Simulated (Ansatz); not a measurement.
The first iterations of a band of ClH$_{3}$S$_{2}$Si (7 atoms, charge 0, multiplicity 1).

Level of theory: RKS PBE-D4/cc-pVDZ in Ansatz 0.2.0.

```json
{
  "movable images": "9",
  "climbing image": "yes",
  "spring": "0.5 eV/Å²",
  "optimiser": "quadratic models (default)",
  "start path": "IDPP",
  "force threshold": "0.03 eV/Å",
  "iteration limit": "28",
  "end points": "relaxed"
}
```

First end point:

```xyz
7
Properties=species:S:1:pos:R:3
S -0.610 1.356 -1.395
Si -0.042 -0.003 0.181
S 1.795 -0.873 -0.537
Cl -1.578 -1.411 0.486
H -1.929 1.351 -1.031
H 0.175 0.639 1.523
H 2.251 -1.126 0.728
```

Last end point:

```xyz
7
Properties=species:S:1:pos:R:3
S -0.466 1.086 -1.384
Si 0.013 0.108 0.482
S 2.005 -0.687 0.303
Cl -1.445 -1.358 0.876
H -1.811 1.099 -1.130
H 0.038 1.014 1.678
H 1.727 -1.332 -0.872
```

| iteration | highest image above the first end (eV) | largest band force component (eV/Å) |
| --- | --- | --- |
| 1 | 0.232 | 0.771 |
| 2 | 0.120 | 0.454 |

**Question.** Does the band converge within its limit, and where does its top end?

**Answer.** It converged. It ended after 8 iterations with the highest image 0.021 eV above the first end. Beside the main top the profile has a ripple of under 15 meV (maxima at images 2, 6), which may be a very shallow well or noise. Another band between the same ends (9 images) ends at a top of the same energy, where a vibrational analysis finds 1 clearly imaginary mode.

Run time: 4.6 min on 1 CPU thread of a shared host.
